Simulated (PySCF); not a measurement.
Compound: C₃H₁₀O₂Si.
Geometry (PBE0-D3(BJ)/def2-SVP, Å), atoms numbered from 1 in this order:
```xyz
16
C3H10O2Si angstrom
C     -2.067   -0.959   -0.795
O     -1.238    0.163   -0.660
Si    -0.293    0.462    0.677
C      0.564    2.076    0.340
O      0.778   -0.790    0.918
C      1.795   -1.131    0.017
H     -2.378   -1.048   -1.848
H     -2.979   -0.869   -0.178
H     -1.553   -1.894   -0.510
H     -1.117    0.468    1.917
H      1.255    2.333    1.157
H     -0.171    2.888    0.239
H      1.138    2.024   -0.598
H      2.254   -2.078    0.340
H      2.591   -0.365   -0.017
H      1.414   -1.271   -1.011
```

Theory: PySCF, TDDFT PBE0/def2-SVPD, vertical, gas phase, core orbitals frozen in the response.

Q: List the vertical singlet excitations with oscillator strengths and describe the spectrum.

A: 

```tsv
state	E (eV)	ν̃ (cm⁻¹)	f	main configurations (H = HOMO, L = LUMO)
S1	7.50	60500	0.0011	H→L (90%)
S2	7.67	61890	0.0012	H-1→L (79%), H→L+1 (8%)
S3	7.80	62910	0.0054	H-2→L (90%)
S4	7.94	64050	0.0055	H→L+1 (76%)
S5	8.11	65440	0.0033	H-1→L+1 (31%), H-2→L+1 (22%), H→L+2 (22%)
S6	8.15	65710	0.028	H-1→L+1 (47%), H→L+2 (37%)
```

The lowest singlet comes at 165 nm (724 kJ/mol) in the vacuum ultraviolet; it is very weak; its leading configuration is HOMO→LUMO (90%). The most intense listed level is S6 at 8.15 eV (152 nm, f = 0.028), 0.65 eV above S1. It is the last of those listed, so stronger ones may follow. Löwdin shares by element: HOMO oxygen 60%, carbon 13% or more (atoms not listed hold the other 27%); LUMO carbon 34%, silicon 17% (atoms not listed hold the other 49%). The listed states span 0.65 eV. Weighted by f, the mean energy of these states is 8.05 eV. Of the 6 states listed, 1 reaches f = 0.01 and none stays under 0.0005. No computed singlet lies in the visible range (380 to 750 nm); the lowest, at 165 nm, stands 4.24 eV above its violet end (3.26 eV). Singlets were solved by full linear response.

The run took about 50 s of CPU time (one thread, shared machine).

One conformer stands for the species.
